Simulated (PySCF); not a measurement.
**Calculated NMR parameters of CC#CCN(C)[SiH3]**

* Formula: C5H11NSi
* SMILES: CC#CCN(C)[SiH3]
* InChI: InChI=1S/C5H11NSi/c1-3-4-5-6(2)7/h5H2,1-2,7H3
* Point group of the computed structure: C1
* Degrees of unsaturation: 2
* Carbon signals: 5
* Proton signals: 4

Atoms are numbered as in `[CH3:1][C:2]#[C:3][CH2:4][N:5]([CH3:6])[SiH3:7]`. Hydrogens are named by the atom that carries them.

Calculated, not measured (PySCF): PBE0/pcSseg-1 with gauge-including orbitals, GFN2-xTB geometry. Isolated molecule, relativity neglected, fast rotation and ring inversion assumed for equivalent nuclei, a single conformation.

δ = σ(ref) − σ, references computed at the same level: ¹H (σref 31.72) and ¹³C (σref 186.93) and ²⁹Si (σref 349.16) vs TMS; ¹⁵N (σref 267.73) against NH3.

```tsv
carbon	δC, type	δH (multiplicity)	HMBC from (2–3 bonds)	span of the C tensor (ppm)
C1	4.7, CH3	2.03 (s)	–	21
C2	86.5, C	–	H(C4), H(C1)	243
C3	83.4, C	–	H(C4), H(C1)	263
C4	45.9, CH2	3.63 (s)	H(Si7), H(C6)	53
C6	39.5, CH3	2.70 (s)	H(Si7), H(C4)	62
```

Other nuclei:
| atoms | nucleus | environment | δ (ppm) | σ (ppm) |
| --- | --- | --- | --- | --- |
| H(Si7) | ¹H | hydrogen on a silicon bonded to N | 4.60 | 27.12 |
| Si7 | ²⁹Si | silicon bonded to N, 3 H | -46.7 | 395.9 |
| N5 | ¹⁵N | nitrogen bonded to 2 C, Si | 23.0 | 244.7 |

- Carbon types of the structure: 2 × C, 1 × CH2, 2 × CH3, leaving 3 H on heteroatoms.
- δC 86.5, 83.4: alkyne carbon; sp carbons lie upfield of alkene carbons because the cylindrical π system leaves one tensor component strongly shielded.
- δC 45.9: propargylic sp3 CH2 bonded to N; deshielded by the electronegative neighbour.
- δC 39.5: methyl carbon bonded to N; the inductive effect lowers its shielding.
- δH 3.63: hydrogen on a propargylic sp3 CH2 bonded to N; its carbon carries N, an electronegative neighbour.
- δH 2.70: hydrogen on a methyl carbon bonded to N; its carbon carries N, hence the downfield position.

Shifts are as computed. Against solution values, carbons near 30 ppm lie about +3 ppm off and those near 130 ppm about +5 ppm. Of 1211 compounds with measured shifts, 218 miss one by over three times the rms of a fit or turn the order of signals round; such compounds aren't used in these exercises. Experimental scales use liquid or dissolved standards, which lie at an offset from isolated NH3 (liquid NH3: subtract about 20 ppm). No couplings were computed; multiplicities are counted from neighbouring protons, with m where these are inequivalent, close in shift, in a saturated or five-membered ring or joined by F or P, and br s for small geminal =CH2 splittings.
